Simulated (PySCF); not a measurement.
**Telling isomers of C7H12O2Si apart by NMR**

- PBE0-D3(BJ)/def2-SVP structure
- shielding tensors at PBE0/pcSseg-1 (GIAO)
- program: PySCF
- a single conformation, averaged over atoms made equivalent by symmetry, fast rotation or ring inversion, in vacuum, non-relativistic Hamiltonian

Shifts are taken against calculated references (same method and geometry level): 1H (σref 31.27), 13C (σref 184.41) against TMS. Where no couplings were computed, multiplicities follow the n + 1 count of equivalent neighbours, and m marks all less simple cases (inequivalent or close neighbours, rings, F or P nearby). Shifts are as computed. Against solution values, carbons near 30 ppm lie about +2 ppm off and those near 130 ppm about +5 ppm. Of 1309 compounds with measured shifts, 239 miss one by over three times the rms of a fit or turn the order of signals round; such compounds aren't used in these exercises.

(1) Tabulate the signals of `C[Si](C)(C)Oc1ccco1`, `C[Si](C)(C)Oc1ccoc1` and their relative energies.

(2) What is the quickest way to tell C[Si](C)(C)Oc1ccco1 from C[Si](C)(C)Oc1ccoc1?

## Answers

(1) 
```json
{"SMILES": "C[Si](C)(C)Oc1ccco1", "carbon types": "1×C 3×CH 3×CH3", "δC": "163.0, 132.9, 118.3, 86.6, 0.3", "δH": "6.70 (m, 1H), 6.38 (m, 1H), 5.31 (m, 1H), 0.31 (s, 9H)", "E rel. (kcal/mol)": "0.0"}
{"SMILES": "C[Si](C)(C)Oc1ccoc1", "carbon types": "1×C 3×CH 3×CH3", "δC": "150.7, 144.2, 132.0, 108.5, -0.1", "δH": "7.25 (m, 1H), 7.11 (m, 1H), 6.14 (m, 1H), 0.27 (s, 9H)", "E rel. (kcal/mol)": "7.3"}
```

Energies are electronic energies at PBE0/pcSseg-1 on these geometries, without zero-point or thermal terms, each for the one conformer computed, which needn't be the lowest.

(2) Both give the same number of carbon signals, with the same numbers of each carbon type, so the positions decide. The first has an aromatic CH at 86.6 ppm, the second an aromatic carbon bearing oxygen (C) at 150.7 ppm. Their most deshielded carbons lie at 163.0 and 150.7 ppm. In the proton spectra the most deshielded non-exchanging signals are 6.70 (m, 1H) and 7.25 (m, 1H).
